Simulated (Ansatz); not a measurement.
Geometry optimisation, RKS B3LYP-D4/def2-SVP (Ansatz 0.2.0).

input.yaml

```yaml
crystal:
  periodic: [false, false, false]
  atoms:
    - { symbol: Al, position_ang: [0.025409, -0.552708, -0.369176] }
    - { symbol: H, position_ang: [0.004507, 0.139484, 2.298699] }
    - { symbol: H, position_ang: [1.407109, 0.138674, -0.653248] }
    - { symbol: H, position_ang: [-1.391147, 0.069956, -0.639532] }
    - { symbol: Br, position_ang: [0.084053, -2.77386, 0.467167] }
    - { symbol: H, position_ang: [0.02577, -0.553245, 2.10079] }
basis:
  gaussian: { orbitals: def2-SVP }
hamiltonian:
  xc: b3lyp
  dispersion: d4
relax:
  f_tol: 0.03
  max_steps: 50
output:
  orbitals: {}
```

Command:

```bash
$ ansatz run input.yaml --threads 1 --pin off --max-ram 2048MiB --backend cpu --events-out ev --progress --plain --runs-dir out
```

Q: Where does it end, and by what steps?

A: The forces met the threshold. After 7 steps the energy has fallen by 0.154 eV; H2 moved furthest, 0.36 Å.

```
step  energy less start (eV)  largest force component (eV/Å)  accepted
   0                  0.0000                           1.739       yes
   1                 -0.1078                           1.056       yes
   2                 -0.1277                           0.485       yes
   3                 -0.1413                           0.227       yes
   4                 -0.1447                           0.330       yes
   5                 -0.1507                           0.165       yes
   6                 -0.1270                           0.304        no
   7                 -0.1543                           0.015       yes
```

```xyz
6
Properties=species:S:1:pos:R:3
Al 0.026 -0.631 -0.211
H 0.005 0.288 1.967
H 1.397 0.109 -0.442
H -1.382 0.037 -0.438
Br 0.085 -2.872 0.213
H 0.025 -0.462 2.117
```

Run time: 16 s on 1 thread of Arm Neoverse V2, with other jobs on the host, peak memory 0.13 GiB.
